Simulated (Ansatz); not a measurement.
Reaction (ligand exchange at a B–O bond): `OBC[SiH3]` + H–F → `FBC[SiH3]` + H₂O

Gas-phase electronic energies from Ansatz, PBE0-D4/def2-TZVP geometries. CCSD(T)/CBS adds triple-zeta CCSD(T) − MP2 to the extrapolated MP2 energy (def2 sets, frozen cores). This one scheme is used for every species. Functionals use def2-TZVPP. HSE06 is defined as in plane-wave codes. Each species was taken in one conformer, which may not be the lowest.

Task: Is it downhill or uphill in electronic energy at CCSD(T)/CBS, and by how much? (Estimate.)

Result: Ansatz gave: Downhill: ΔE = -5.3 kJ/mol.

Task: What do these levels give: r2SCAN-D4, r2SCANh-D4, HSE06, RPA@PBE/def2-TZVPP, HF/def2-QZVPP, SCS-MP2/def2-QZVPP? (Best estimate.)

Result: The calculation gave: r2SCAN-D4 -8.0, r2SCANh-D4 -7.6, HSE06 -5.8, RPA@PBE/def2-TZVPP -6.0, HF/def2-QZVPP -16.5, SCS-MP2/def2-QZVPP -5.9 kJ/mol.

Largest T1 diagnostic among the species: 0.012.

In def2-TZVPP, CCSD(T) changes the Hartree–Fock value by +11.0 kJ/mol (the triples alone add +1.5 kJ/mol) and MP2 by +13.1 kJ/mol. Leaving LDA and LC-ωPBE aside and taking each functional with its dispersion term where it has one, the values, not all of them listed here, spread over 6.3 kJ/mol, from B97M-V to revPBE-D4. LDA lies +5.4 kJ/mol from PBE without D4.
